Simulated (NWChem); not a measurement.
Program: NWChem. System: C₂F₆, charge 1, spin multiplicity 2, at the geometry of a parent with another charge or spin, in a state set for the comparison that need not be this species' ground state. Its SCF solution wasn't tested for a lower state. Level: UB2PLYP/def2-SVP, 8 core orbitals frozen.

The NWChem input:

```
start mol
memory heap 200 mb stack 900 mb global 1100 mb
charge 1
geometry units angstroms nocenter noautoz
  F     -0.654966     1.210320     1.084608
  C     -0.018283     0.773941     0.000000
  F      1.223096     1.254708     0.000000
  F     -0.654966     1.210320    -1.084608
  C      0.018283    -0.773941     0.000000
  F      0.654966    -1.210320     1.084608
  F     -1.223096    -1.254708     0.000000
  F      0.654966    -1.210320    -1.084608
  symmetry group C2h
end
basis spherical
  * library def2-svp
end
dft
  xc hfexch 0.53 becke88 0.47 lyp 0.73 mp2 0.27
  dftmp2
  odft
  mult 2
  semidirect memsize 60000000 filesize 0
  iterations 100
end
mp2
  freeze core 8
end
task dft energy
```

Part of the output:

```
             Northwest Computational Chemistry Package (NWChem) 7.3.0
             --------------------------------------------------------

                                NWChem Input Module
                                -------------------

 Scaling coordinates for geometry "geometry" by  1.889725989
 (inverse scale =  0.529177249)

 Turning off AUTOSYM since
 SYMMETRY directive was detected!

                             Geometry "geometry" -> ""
                             -------------------------

 Output coordinates in angstroms (scale by  1.889725989 to convert to a.u.)

  No.       Tag          Charge          X              Y              Z
 ---- ---------------- ---------- -------------- -------------- --------------
    1 F                    9.0000    -0.65496600     1.21032000     1.08460800
    2 C                    6.0000    -0.01828300     0.77394100     0.00000000
    3 F                    9.0000     1.22309600     1.25470800     0.00000000
    4 F                    9.0000    -0.65496600     1.21032000    -1.08460800
    5 C                    6.0000     0.01828300    -0.77394100     0.00000000
    6 F                    9.0000     0.65496600    -1.21032000     1.08460800
    7 F                    9.0000    -1.22309600    -1.25470800     0.00000000
    8 F                    9.0000     0.65496600    -1.21032000    -1.08460800

 Effective nuclear repulsion energy (a.u.)     462.4575102418

            Nuclear Dipole moment (a.u.)
            ----------------------------
        X                 Y               Z
 ---------------- ---------------- ----------------
     0.0000000000     0.0000000000     0.0000000000

      Symmetry information
      --------------------

 Group name             C2h
 Group number             21
 Group order               4
 No. of unique centers     3

      Symmetry unique atoms

     1    2    3


 Summary of "ao basis" -> "" (spherical)
 ------------------------------------------------------------------------------
       Tag                 Description            Shells   Functions and Types
 ---------------- ------------------------------  ------  ---------------------
 *                          def2-svp                  on all atoms

  dft_input: which_mp2 not specified, using semidirect MP2 by default.

                                 NWChem DFT Module
                                 -----------------

 Summary of "ao basis" -> "ao basis" (spherical)
 ------------------------------------------------------------------------------
       Tag                 Description            Shells   Functions and Types
 ---------------- ------------------------------  ------  ---------------------
 F                          def2-svp                 6       14   3s2p1d
 C                          def2-svp                 6       14   3s2p1d

 Summary of "ao basis" -> "ao basis" (spherical)
 ------------------------------------------------------------------------------
       Tag                 Description            Shells   Functions and Types
 ---------------- ------------------------------  ------  ---------------------
 F                          def2-svp                 6       14   3s2p1d
 C                          def2-svp                 6       14   3s2p1d

      Symmetry analysis of basis
      --------------------------

        ag         34
        au         22
        bg         22
        bu         34

            General Information
            -------------------
[...]
 overlap   1.000  1.000  0.998  0.998  1.000  1.000  1.000  1.000  1.000  0.999

   alpha     61     62     63     64     65     66     67     68     69     70
    beta     61     62     63     64     65     66     67     68     69     70
 overlap   0.999  1.000  1.000  1.000  1.000  0.999  1.000  1.000  1.000  1.000

   alpha     71     72     73     74     75     76     77     78     79     80
    beta     71     73     72     74     75     76     77     78     79     80
 overlap   0.999  1.000  1.000  1.000  1.000  1.000  1.000  1.000  1.000  1.000

   alpha     81     82     83     84     85     86     87     88     89     90
    beta     81     82     83     84     85     86     87     89     90     91
 overlap   1.000  1.000  0.992  0.989  0.997  0.997  0.989  0.997  0.997  1.000

   alpha     91     92     93     94     95     96     97     98     99    100
    beta     92     88     93     94     95     96     97     98     99    100
 overlap   1.000  0.992  1.000  1.000  1.000  1.000  1.000  1.000  1.000  1.000

   alpha    101    102    103    104    105    106    107    108    109    110
    beta    101    102    103    104    105    106    107    108    109    110
 overlap   1.000  1.000  1.000  1.000  1.000  1.000  1.000  1.000  1.000  1.000

   alpha    111    112
    beta    111    112
 overlap   1.000  1.000

     --------------------------
     Expectation value of S2:
     --------------------------
      <S2> =      0.7589 (Exact =     0.7500)

 center of mass
 --------------
 x =   0.00000000 y =   0.00000000 z =   0.00000000

 moments of inertia (a.u.)
 ------------------
         981.727424676304           8.106894136962           0.000000000000
           8.106894136962         638.672583875144           0.000000000000
           0.000000000000           0.000000000000         981.915605622097

     Multipole analysis of the density
     ---------------------------------

     L   x y z        total         alpha         beta         nuclear
     -   - - -        -----         -----         ----         -------
     0   0 0 0      1.000000    -33.000000    -32.000000     66.000000

     1   1 0 0     -0.000000      0.000000     -0.000000      0.000000
     1   0 1 0     -0.000000      0.000000     -0.000000      0.000000
     1   0 0 1     -0.000000     -0.000000     -0.000000      0.000000

     2   2 0 0    -27.261586    -90.462384    -88.121826    151.322624
     2   1 1 0     -0.078943      1.928048      1.865306     -3.872297
     2   1 0 1      0.000000      0.000000      0.000000      0.000000
     2   0 2 0    -23.921939   -172.046324   -167.059741    315.184126
     2   0 1 1      0.000000      0.000000      0.000000      0.000000
     2   0 0 2    -27.263449    -90.417741    -88.078434    151.232726

                   NWChem MP2 Semi-direct Energy/Gradient Module
                   ---------------------------------------------

  Basis functions       =    112
  Molecular orbitals    =    112
  Frozen core           =      8
  Frozen virtuals       =      0
  Active alpha occupied =     25
  Active beta occupied  =     24
  Active alpha virtual  =     79
  Active beta virtual   =     80
  Use MO symmetry       = T
  Use skeleton AO sym   = T

  AO/Fock/Back tols     =   1.0D-09  1.0D-09  1.0D-09

 GA uses MA = F    GA memory limited = T

 Available:
  local mem=  4.43D+07
 global mem=  1.44D+08
 local disk=  0.00D+00
  mp2_memr nvloc                    79
  nvloc new                    79
   1 passes of  25:        3145728                      75952                  39653452.
   1 passes of  25: M     44317871           G      144154112           F      41172143.

 Semi-direct pass number   1 of   1  for UHF alpha       at        1.5s
  vrange nnbf                  5902
  mp2_eaftype                   151  avail_ma_in_mb                   386
 EAF : mp2_eaftype filesize         151   19826726.
  mp2_eaf for mointskh                    151
Node 0 wrote     93.3 Mb in      0.0 s     Agg I/O rate:  2162.8 Mb/s
 Done moints_semi at        3.4s
  mp2_eaftype                   151  avail_ma_in_mb                   386
 EAF : mp2_eaftype filesize         151   19826726.
  mp2_eaf for kh                   151
 Done maket at        3.7s
 Done multipass loop at        3.7s

 GA uses MA = F    GA memory limited = T

 Available:
  local mem=  4.43D+07
 global mem=  1.44D+08
 local disk=  0.00D+00
  mp2_memr nvloc                    80
  nvloc new                    80
   1 passes of  24:        3145728                      74549                  38549778.
   1 passes of  24: M     44317871           G      144154112           F      41172143.

 Semi-direct pass number   1 of   1  for UHF beta        at        3.7s
  vrange nnbf                  5902
  mp2_eaftype                   147  avail_ma_in_mb                   386
 EAF : mp2_eaftype filesize         147   19274889.
  mp2_eaf for mointskh                    147
Node 0 wrote     90.7 Mb in      0.0 s     Agg I/O rate:  4644.5 Mb/s
 Done moints_semi at        5.5s
  mp2_eaftype                   147  avail_ma_in_mb                   386
 EAF : mp2_eaftype filesize         147   19274889.
  mp2_eaf for kh                   147
 Done maket at        5.7s
 Done multipass loop at        5.7s

          -------------------------------------------
          DFT energy                    -673.275654051955
          Unscaled MP2 energy             -1.698156179335
          Total DFT+MP2 energy          -673.734156220376
          -------------------------------------------

 -----------------------
 Performance information
 -----------------------

 Timer overhead =  1.58D-07 seconds/call

               Nr. of calls         CPU time (s)                 Wall time (s)                GFlops
             ---------------    -------------------     ------------------------------   -------------------
Name         Min   Avg   Max    Min     Avg     Max     Min     Avg     Max   Mx/calls   Min     Max     Sum
mp2: moin     2     2     2    3.7     3.7     3.7      3.7     3.7     3.7     1.8      0.0     0.0     0.0
mp2: make     2     2     2   0.55    0.55    0.55     0.55    0.55    0.55    0.27      0.0     0.0     0.0
mp2: tota     1     1     1    4.3     4.3     4.3      4.3     4.3     4.3     4.3      0.0     0.0     0.0

 The average no. of pstat calls per process was 5.00D+00
 with a timing overhead of 7.88D-07s

 Task  times  cpu:        5.7s     wall:        5.7s

 Total times  cpu:        5.7s     wall:        5.7s
```
